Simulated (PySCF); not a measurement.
Run record: geometry optimisation, `O=C/C=C(/F)Br`.

Computed with PBE0-D3(BJ)/def2-SVP geometry optimisation, gas phase (PySCF 2.14.0). Start geometry: GFN2-xTB. The input is one job of a driver script: a line of settings, then coordinates in Å.

Input:
```
{"job": {"xc": "PBE0", "basis": "def2-SVP", "d3": "d3bj", "grid": 1, "maxiter": 30, "shake": 0.01, "kind": "geom"}, "charge": 0, "multiplicity": 1}
O     -2.238330    -0.766840     0.352910
C     -1.307180    -0.066640     0.091230
C      0.058550    -0.544220     0.142600
C      1.178670     0.205770    -0.134190
F      2.374820    -0.284130    -0.073780
Br     1.138030     2.010110    -0.660640
H     -1.395040     0.993810    -0.209780
H      0.245620    -1.567010     0.439190
```

Output:
```
step   0  E = -2863.56477263  max force = 0.045365
step   1  E = -2863.56562560  max force = 0.014222
step   2  E = -2863.56612648  max force = 0.007595
step   3  E = -2863.56687649  max force = 0.007011
step   4  E = -2863.56722933  max force = 0.004357
step   5  E = -2863.56709121  max force = 0.009040
step   6  E = -2863.56747489  max force = 0.001430
step   7  E = -2863.56749652  max force = 0.000817
step   8  E = -2863.56750458  max force = 0.000651
step   9  E = -2863.56751484  max force = 0.000542
step  10  E = -2863.56752272  max force = 0.000463
step  11  E = -2863.56752740  max force = 0.000429
step  12  E = -2863.56753679  max force = 0.000358
optimisation converged
```

Energies in Eh; «max force» is the largest Cartesian gradient component in Eh/bohr.

Q: How much energy does the optimisation release, in eV?

A: E(step 0) − E(last step) = 0.002764 Eh, which is 0.075 eV.

Main results: final energy -2863.56754 Eh after 12 steps; dipole 2.30 D.

Q: How long does this job take on one thread, Arm Neoverse V2 (aarch64) (shared host)? And the peak memory of the process?

A: About 53 s, with 0.45 GiB resident at the peak, the Python interpreter and its libraries included.
Labels such as C1 count atoms from 1, the log's own numbers from 0.
